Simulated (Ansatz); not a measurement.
A cut through the energy surface

GaNH2F (SMILES [NH-][GaH][F]) (charge -1), singlet, at its PBE0-D4/def2-TZVPD minimum:

N1  (-0.921, -1.103, 0.068)
Ga2  (0.398, 0.075, 0.139)
F3  (0.400, 1.776, -0.571)
H4  (-1.714, -0.702, -0.438)
H5  (1.837, -0.045, 0.803)
(Å)

The angle H5–Ga2–F3 (103.3° at the minimum) is set to the values below, H5, with anything bonded beyond it, turning rigidly in the plane of the angle. Each method's energies count from its own value at the PBE0-D4 minimum structure. Ansatz 0.2.0; basis: def2-TZVPPD; cores frozen in the correlated methods. Filled d shells of the heavier atoms are correlated. The def2 sets are not built for correlating such inner shells, so the correlated values are less sure here. B3LYP uses VWN-RPA correlation.

CCSD(T) energies along the scan:
```json
{"angle (°)": "85.3", "CCSD(T) (eV)": "0.217"}
{"angle (°)": "89.8", "CCSD(T) (eV)": "0.122"}
{"angle (°)": "94.3", "CCSD(T) (eV)": "0.055"}
{"angle (°)": "98.8", "CCSD(T) (eV)": "0.015"}
{"angle (°)": "103.3", "CCSD(T) (eV)": "0.000"}
{"angle (°)": "107.8", "CCSD(T) (eV)": "0.009"}
{"angle (°)": "112.3", "CCSD(T) (eV)": "0.042"}
{"angle (°)": "116.8", "CCSD(T) (eV)": "0.097"}
{"angle (°)": "121.3", "CCSD(T) (eV)": "0.174"}
```
They count from the CCSD(T) energy at the PBE0-D4 minimum.

Minimum and curvature along this coordinate at CCSD(T): A fifth-order fit through the nearest points gives 103.8°, with a curvature of about 1.2 meV/deg².

Largest difference from the CCSD(T) curve over the scan: PBE-D4 0.026; B3LYP-D4 0.013; HF 0.047 eV. Each curve counts from its own value at the minimum.

The T1 diagnostic stays at or below 0.019.

For scale, one of the runs: CCSD(T)/def2-TZVPPD, 165 basis functions, launched by `ansatz run in.yaml --threads 2 --pin off --events-out ev --progress --plain --max-ram 4352MiB`. The run took 47 s on 2 CPU threads (shared host), with 1.4 GiB of host memory at its peak.
